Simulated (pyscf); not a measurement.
Optimised with ωB97X-D3(BJ)/def2-SVP in PySCF.

Question: For the elementary gas-phase step germane (GeH₄) + Cl–SiH•–Cl → GeH₃• + dichlorosilane (Cl–SiH₂–Cl) (doublet surface; Ge–H broken, H–Si formed), what barrier and reaction energy does ωB97M-D3(BJ)/def2-TZVP give, measured from the separated reactants?…

Answer: ΔE‡ = 4.1 kcal/mol, ΔE = -7.6 kcal/mol. Zero-point energy shifts the barrier by -1.6 kcal/mol. It is a hydrogen abstraction, with an imaginary mode of 1261i cm⁻¹. This is the saddle that the search found; another between the same sides may lie lower. The angle at the transferred H is 146°. Elements up to Kr have no core potential and no relativistic terms here.
